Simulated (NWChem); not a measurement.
System: TaOF$_{3}$ cation, doublet; SMILES of the neutral closed-shell parent [Ta]([F])([F])(=[O])[F]

NWChem input:

```
start job
memory heap 200 mb stack 900 mb global 1100 mb
charge 1
geometry units angstroms
  Ta     0.013603     0.007225    -0.016131
  O      1.109369     0.589870    -1.315309
  F      0.963826    -0.916347     1.205298
  F     -1.249712    -1.064489    -0.725589
  F     -0.777302     1.415968     0.782452
end
basis spherical
  * library def2-svp
end
ecp
  Ta library def2-ecp
end
dft
  odft
  mult 2
  xc pbe0
  iterations 150
end
driver
  maxiter 120
end
task dft optimize
dft
  grid fine
  convergence energy 1d-8 density 1d-7
end
task dft freq numerical
```

NWChem printed, in part:

```
             Northwest Computational Chemistry Package (NWChem) 7.3.0
             --------------------------------------------------------

 C1  symmetry detected

                             Geometry "geometry" -> ""
                             -------------------------

 Output coordinates in angstroms (scale by  1.889725989 to convert to a.u.)

  No.       Tag          Charge          X              Y              Z
 ---- ---------------- ---------- -------------- -------------- --------------
    1 Ta                  73.0000    -0.00000033     0.00002634     0.01784539
    2 O                    8.0000     0.00064009    -0.00860626     1.81449974
    3 F                    9.0000     1.59221194    -0.58708977    -0.58874556
    4 F                    9.0000    -0.28580194     1.67631263    -0.57901981
    5 F                    9.0000    -1.30697632    -1.08178653    -0.58986920

 Effective nuclear repulsion energy (a.u.)     833.3530604602

                                Z-matrix (autoz)
                                --------

 Units are Angstrom for bonds and degrees for angles

      Type          Name      I     J     K     L     M      Value
      ----------- --------  ----- ----- ----- ----- ----- ----------
    1 Stretch                  1     2                       1.79668
    2 Stretch                  1     3                       1.80216
    3 Stretch                  1     4                       1.80218
    4 Stretch                  1     5                       1.80217
    5 Bend                     2     1     3               109.55466
    6 Bend                     2     1     4               109.61583
    7 Bend                     2     1     5               109.54717
    8 Bend                     3     1     4               109.36961
    9 Bend                     3     1     5               109.37013
   10 Bend                     4     1     5               109.36935

                           NWChem Geometry Optimization
                           ----------------------------

 maximum gradient threshold         (gmax) =   0.000450
 rms gradient threshold             (grms) =   0.000300
 maximum cartesian step threshold   (xmax) =   0.001800
 rms cartesian step threshold       (xrms) =   0.001200
 fixed trust radius                (trust) =   0.300000
 source of zmatrix                         =   autoz

          -------------------
          Energy Minimization
          -------------------

 Using diagonal initial Hessian
 Scaling for Hessian diagonals: bonds = 1.00  angles = 0.25  torsions = 0.10

          --------
          Step   0

                                 NWChem DFT Module
                                 -----------------

 Summary of "ao basis" -> "ao basis" (spherical)
 ------------------------------------------------------------------------------
       Tag                 Description            Shells   Functions and Types
 ---------------- ------------------------------  ------  ---------------------
 Ta                         def2-svp                12       32   6s3p2d1f
 O                          def2-svp                 6       14   3s2p1d
 F                          def2-svp                 6       14   3s2p1d

            General Information
            -------------------
          SCF calculation type: DFT
          Wavefunction type:  spin polarized.
          No. of atoms     :     5
          No. of electrons :    47
           Alpha electrons :    24
            Beta electrons :    23
          Charge           :     1
          Spin multiplicity:     2
          Use of symmetry is: off; symmetry adaption is: off
          Maximum number of iterations: 150
          AO basis - number of functions:    88
                     number of shells:    36
          Convergence on energy requested:  1.00D-06
          Convergence on density requested:  1.00D-05
          Convergence on gradient requested:  5.00D-04

              XC Information
              --------------
                         PBE0 Method XC Functional
                     Hartree-Fock (Exact) Exchange  0.250
          PerdewBurkeErnzerhof Exchange Functional  0.750
            Perdew 1991 LDA Correlation Functional  1.000 local
           PerdewBurkeErnz. Correlation Functional  1.000 non-local

             Grid Information
             ----------------
          Grid used for XC integration:  medium
          Radial quadrature: Mura-Knowles
          Angular quadrature: Lebedev.
          Tag              B.-S. Rad. Rad. Pts. Rad. Cut. Ang. Pts.
          ---              ---------- --------- --------- ---------
          Ta                  1.45      123           8.0       590
          O                   0.60       49           7.0       434
          F                   0.50       49           7.0       434
          Grid pruning is: on
          Number of quadrature shells:   319
          Spatial weights used:  Erf1

      Superposition of Atomic Density Guess
      -------------------------------------

 Sum of atomic energies:        -434.48734286

 Renormalizing density from      48.00 to     47

      Non-variational initial energy
      ------------------------------

 Total energy =    -423.412956
 1-e energy   =   -1022.825355
 2-e energy   =     383.119577
 HOMO         =      -0.789414
 LUMO         =      -0.264868

   convergence    iter        energy       DeltaE   RMS-Dens  Diis-err
 ---------------- ----- ----------------- --------- --------- ---------
 d= 0,ls=0.0,diis     1   -430.4720585240 -6.47D+02  2.30D-02  1.07D+00
                                                     2.34D-02  1.08D+00
 d= 0,ls=0.0,diis     2   -427.1121561093  3.36D+00  1.68D-02  1.08D+01
                                                     1.70D-02  1.05D+01
 d= 0,ls=0.0,diis     3   -430.9158474434 -3.80D+00  2.43D-03  5.36D-02
                                                     2.29D-03  4.01D-02
 d= 0,ls=0.0,diis     4   -430.9182807184 -2.43D-03  1.17D-03  4.14D-02
                                                     1.25D-03  3.84D-02
 d= 0,ls=0.0,diis     5   -430.9348741899 -1.66D-02  2.60D-04  7.91D-04
                                                     2.35D-04  6.52D-04
  Resetting Diis
 d= 0,ls=0.0,diis     6   -430.9352052229 -3.31D-04  5.85D-05  4.58D-05
                                                     6.63D-05  4.70D-05
 d= 0,ls=0.0,diis     7   -430.9352123605 -7.14D-06  8.82D-05  3.70D-05
                                                     9.89D-05  3.90D-05
 d= 0,ls=0.0,diis     8   -430.9351705574  4.18D-05  6.03D-05  1.60D-04
                                                     6.47D-05  1.58D-04
 d= 0,ls=0.0,diis     9   -430.9352269507 -5.64D-05  6.22D-06  1.26D-07
                                                     5.79D-06  1.53D-07
 d= 0,ls=0.0,diis    10   -430.9352270983 -1.48D-07  3.15D-06  1.29D-07
                                                     4.38D-06  1.45D-07

         Total DFT energy =     -430.935227098347
      One electron energy =    -1034.166155650008
           Coulomb energy =      432.952597227264
    Exchange-Corr. energy =      -46.014490853594
 Nuclear repulsion energy =      216.292822177992

 Numeric. integr. density =       46.999995123244

                    DFT Final Alpha Molecular Orbital Analysis
                    ------------------------------------------

 Vector   22  Occ=1.000000D+00  E=-7.160702D-01
              MO Center=  1.0D-01, -8.2D-01, -5.8D-01, r^2= 2.6D+00
   Bfn.  Coefficient  Atom+Function         Bfn.  Coefficient  Atom+Function
  ----- ------------  ---------------      ----- ------------  ---------------
    51      0.368851  3 F  py                79     -0.340189  5 F  py
    52      0.282150  3 F  pz                80     -0.273846  5 F  pz
    54     -0.246364  3 F  py                82      0.226219  5 F  py
    78      0.200555  5 F  px                55     -0.187843  3 F  pz
    83      0.182153  5 F  pz                 7      0.137964  1 Ta px

 Vector   23  Occ=1.000000D+00  E=-6.958341D-01
              MO Center=  1.9D-02, -1.2D-01,  8.6D-01, r^2= 3.1D+00
   Bfn.  Coefficient  Atom+Function         Bfn.  Coefficient  Atom+Function
  ----- ------------  ---------------      ----- ------------  ---------------
    38      0.502739  2 O  pz                41      0.285277  2 O  pz
     9      0.234532  1 Ta pz                80      0.232752  5 F  pz
    52      0.229932  3 F  pz                18     -0.213612  1 Ta d  0
    66      0.165601  4 F  pz                83     -0.161857  5 F  pz
    55     -0.159912  3 F  pz                 3      0.143365  1 Ta s

[...]

      ----------------------
      Optimization converged
      ----------------------

  Step       Energy      Delta E   Gmax     Grms     Xrms     Xmax
  ---- ---------------- -------- -------- -------- -------- --------
@    6    -430.94229288 -8.6D-08  0.00005  0.00002  0.00021  0.00048
                                     ok       ok       ok       ok

                                Z-matrix (autoz)
                                --------

 Units are Angstrom for bonds and degrees for angles

      Type          Name      I     J     K     L     M      Value     Gradient
      ----------- --------  ----- ----- ----- ----- ----- ---------- ----------
    1 Stretch                  1     2                       1.88871   -0.00003
    2 Stretch                  1     3                       1.81475   -0.00001
    3 Stretch                  1     4                       1.81377   -0.00005
    4 Stretch                  1     5                       1.81485   -0.00001
    5 Bend                     2     1     3               107.55678    0.00000
    6 Bend                     2     1     4               107.11786    0.00003
    7 Bend                     2     1     5               107.59447    0.00000
    8 Bend                     3     1     4               113.49454   -0.00000
    9 Bend                     3     1     5               107.70809   -0.00002
   10 Bend                     4     1     5               113.08263   -0.00000

                         Geometry "geometry" -> "geometry"
                         ---------------------------------

 Output coordinates in angstroms (scale by  1.889725989 to convert to a.u.)

  No.       Tag          Charge          X              Y              Z
 ---- ---------------- ---------- -------------- -------------- --------------
    1 Ta                  73.0000    -0.00219672     0.02129121    -0.03663880
    2 O                    8.0000    -0.00072100     0.00474016     1.85200287
    3 F                    9.0000     1.59585964    -0.63605265    -0.59108844
    4 F                    9.0000    -0.29883372     1.73382356    -0.55528087
    5 F                    9.0000    -1.29403476    -1.12494587    -0.59428420

 Effective nuclear repulsion energy (a.u.)     819.6560401029

                Final and change from initial internal coordinates
                --------------------------------------------------

                                Z-matrix (autoz)
                                --------

 Units are Angstrom for bonds and degrees for angles

      Type          Name      I     J     K     L     M      Value       Change
      ----------- --------  ----- ----- ----- ----- ----- ---------- ----------
    1 Stretch                  1     2                       1.88871    0.09204
    2 Stretch                  1     3                       1.81475    0.01258
    3 Stretch                  1     4                       1.81377    0.01158
    4 Stretch                  1     5                       1.81485    0.01268
    5 Bend                     2     1     3               107.55678   -1.99789
    6 Bend                     2     1     4               107.11786   -2.49797
    7 Bend                     2     1     5               107.59447   -1.95269
    8 Bend                     3     1     4               113.49454    4.12493
    9 Bend                     3     1     5               107.70809   -1.66204
   10 Bend                     4     1     5               113.08263    3.71329

 ==============================================================================
                                internuclear distances
 ------------------------------------------------------------------------------
       center one      |      center two      | atomic units |  angstroms
 ------------------------------------------------------------------------------
    2 O                |   1 Ta               |     3.56915  |     1.88871
    3 F                |   1 Ta               |     3.42937  |     1.81475
    4 F                |   1 Ta               |     3.42752  |     1.81377
    5 F                |   1 Ta               |     3.42957  |     1.81485
 ------------------------------------------------------------------------------
                         number of included internuclear distances:          4
 ==============================================================================

[second-derivative integrals and response iterations left out]

  Vibrational analysis via the FX method

  See chapter 2 in "Molecular Vibrations" by Wilson, Decius and Cross

  Vib: Default input used

[...]

 Rotational Constants
 --------------------
 A=   0.108535 cm-1  (  0.156154 K)
 B=   0.103370 cm-1  (  0.148722 K)
 C=   0.098607 cm-1  (  0.141870 K)

 Temperature                      =   298.15K
 frequency scaling parameter      =   1.0000

 Zero-Point correction to Energy  =    5.478 kcal/mol  (  0.008729 au)
 Thermal correction to Energy     =    9.539 kcal/mol  (  0.015201 au)
 Thermal correction to Enthalpy   =   10.131 kcal/mol  (  0.016144 au)

 Total Entropy                    =   86.629 cal/mol-K
   - Translational                =   42.477 cal/mol-K (mol. weight = 253.9381)
   - Rotational                   =   26.769 cal/mol-K (symmetry #  =        1)
   - Vibrational                  =   17.384 cal/mol-K

 Cv (constant volume heat capacity) =   18.177 cal/mol-K
   - Translational                  =    2.979 cal/mol-K
   - Rotational                     =    2.979 cal/mol-K
   - Vibrational                    =   12.218 cal/mol-K

[normal modes left out]

 ----------------------------------------------------------------------------
 Normal Eigenvalue ||           Projected Infra Red Intensities
  Mode   [cm**-1]  || [atomic units] [(debye/angs)**2] [(KM/mol)] [arbitrary]
 ------ ---------- || -------------- ----------------- ---------- -----------
    1       -0.000 ||    0.003592           0.083         3.501       1.259
    2        0.000 ||    0.000665           0.015         0.648       0.233
    3        0.000 ||    0.003212           0.074         3.131       1.126
    4        0.000 ||    0.003439           0.079         3.352       1.206
    5        0.000 ||    0.000758           0.017         0.739       0.266
    6        0.000 ||    0.000186           0.004         0.181       0.065
    7       16.626 ||    0.023657           0.546        23.062       8.294
    8      152.527 ||    0.015544           0.359        15.153       5.450
    9      173.653 ||    0.013234           0.305        12.901       4.640
   10      186.841 ||    0.005152           0.119         5.022       1.806
   11      194.294 ||    0.002254           0.052         2.197       0.790
   12      745.980 ||    0.056103           1.294        54.692      19.670
   13      777.184 ||    0.145278           3.352       141.624      50.936
   14      789.988 ||    0.022993           0.530        22.415       8.062
   15      796.404 ||    0.131763           3.040       128.449      46.197
 ----------------------------------------------------------------------------
```

Level: PBE0/def2-SVP with def2 effective core potentials on Ta, spin-unrestricted. This spin state was assumed; another may lie lower. def2 effective core potentials on Ta; no spin-orbit coupling.
